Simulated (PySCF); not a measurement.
**A search over the determinants of IrF**

Unrestricted PBE0; PySCF, spin-free X2C with a Gaussian nucleus, basis sets Ir x2c-TZVPPall, F x2c-TZVPPall. Outer shells of the fragments: Ir 5d7 6s2; F 2s2 2p5.

Followed along the bond (rough minima from three points):

```csv
2Ms+1,unpaired,⟨S²⟩ at the start,R at minimum (Å),Te (eV)
3,"π ↑, δ ↑",2.01,1.85,0.00
3,"σ ↑, δ ↑",2.00,1.89,0.10
3,"π ↑, δ ↑",2.03,1.85,0.13
3,π ↑↑,2.01,1.81,0.16
1,"π ↑, δ ↓",1.01,1.86,0.20
3,"σ ↑, π ↑",2.03,1.84,0.51
```

Solutions found at the starting distance of 1.800 Å, counted from the lowest of them; the search is not exhaustive and high or unbound solutions are not listed, so other states can lie among these:

| 2Ms+1 | unpaired | term | E (eV) | ⟨S²⟩ | ⟨Lz²⟩ | μ (D) |
| --- | --- | --- | --- | --- | --- | --- |
| 3 | π ↑, δ ↑ | mixed | 0.00 | 2.01 | 5.87 | -2.98 |
| 3 | π ↑↑ | mixed | 0.12 | 2.01 | 1.80 | -3.19 |
| 3 | π ↑, δ ↑ | mixed | 0.13 | 2.03 | 6.78 | -2.88 |
| 3 | σ ↑, δ ↑ | mixed | 0.17 | 2.00 | 5.82 | -2.94 |
| 1 | π ↑, δ ↓ | mixed | 0.25 | 1.01 | 4.97 | -2.92 |
| 3 | σ ↑, π ↑ | not assigned | 0.50 | 2.03 | 4.01 | -2.76 |

A term symbol is given only where ⟨S²⟩ and ⟨Lz²⟩ are close to those of a pure state; real π, δ and φ orbitals otherwise mix terms. A positive dipole means Ir(−)F(+).

Q: Compare the gap between the two lowest followed solutions at the starting distance with the gap between their minima.

A: At PBE0 the second solution (triplet, unpaired electrons σ ↑, δ ↑) lies +0.17 eV from the first (triplet, unpaired electrons π ↑, δ ↑) at 1.800 Å and +0.10 eV at the minima; the two curves relax by different amounts, since their minima lie near 1.89 and 1.85 Å.

Spin–orbit coupling is left out. With d or f electrons several states lie close, and the lowest PBE0 determinant need not be the measured ground state.
